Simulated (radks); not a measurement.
Task: Species: Er44+. Configuration: [Ar] 3d6 (the NIST ground configuration). Calculated with a radial shooting solver on a logarithmic mesh with Libxc functionals: scalar-relativistic Kohn-Sham, OLYP, spin-polarised, spherical densities, finite nucleus; open shells are filled with parallel spins first (spin-orbit coupling, left out, can overturn this in heavy ions); Fermi nuclear charge, rms radius 5.2516 fm. Some entries of the table are withheld. Estimate them.

orbital  occ.  eigenvalue (eV)  <r^2> (bohr^2)  <r> (bohr)
1s up       1        -59791.83       0.0005680     0.02037
1s down     1        -59791.54       0.0005680     0.02037
2s up       1        -12029.04        0.008755     0.08611
2s down     1        -12010.51        0.008737     0.08602
2p up       3              (1)        0.007106         (2)
2p down     3              (3)        0.007086         (4)
3s up       1        -4317.430         0.05319      0.2160
3s down     1        -4297.721         0.05338      0.2164
3p up       3        -3982.164         0.05240      0.2130
3p down     3        -3961.795         0.05264      0.2135
3d up       5        -3604.054         0.04192         (5)
3d down     1        -3577.729         0.04223         (6)

Result: 
(1) 2p up eigenvalue (eV): -10926.69
(2) 2p up <r> (bohr): 0.07634
(3) 2p down eigenvalue (eV): -10912.36
(4) 2p down <r> (bohr): 0.07623
(5) 3d up <r> (bohr): 0.1901
(6) 3d down <r> (bohr): 0.1908
